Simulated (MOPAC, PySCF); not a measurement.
H₂F₂Sn, SMILES `[SnH2]([F])[F]`, neutral singlet in the gas phase. 

Cartesian coordinates (Å):
SMILES: [F][SnH2][F]
```xyz
5

F      1.7217     0.5803    -0.0601
Sn    -0.0418    -0.1446     0.0258
F     -1.1575     1.3718    -0.2884
H     -0.3022    -0.6306     1.6252
H     -0.2203    -1.1769    -1.3025
```
Charge 0, spin multiplicity 1.

All levels are single points at this geometry (PBE0-D4/def2-TZVP); Pople sets use spherical d functions. Orbital energies aren't observables, and empty levels follow the basis.

PBE/6-31G* (LANL2DZ on Sn) in PySCF gives HOMO (eV) = -7.88.

### Question
Estimate the HOMO (eV) from each of these levels: B3LYP-D3(BJ)/def2-TZVP in PySCF; PBE0-D4/def2-TZVP in PySCF; B3LYP/6-31G* (LANL2DZ on Sn) in PySCF; BP86/6-31G* (LANL2DZ on Sn) in PySCF; M06-2X/6-31G* (LANL2DZ on Sn) in PySCF; SVWN5/6-31G* (LANL2DZ on Sn) in PySCF; AM1 in MOPAC; PM7 in MOPAC.

### Answer

| level | HOMO (eV) |
|---|---|
| B3LYP-D3(BJ)/def2-TZVP in PySCF | -9.66 |
| PBE0-D4/def2-TZVP in PySCF | -9.87 |
| B3LYP/6-31G* (LANL2DZ on Sn) in PySCF | -9.40 |
| BP86/6-31G* (LANL2DZ on Sn) in PySCF | -8.02 |
| M06-2X/6-31G* (LANL2DZ on Sn) in PySCF | -11.17 |
| SVWN5/6-31G* (LANL2DZ on Sn) in PySCF | -7.96 |
| AM1 in MOPAC | -10.31 |
| PM7 in MOPAC | -12.69 |
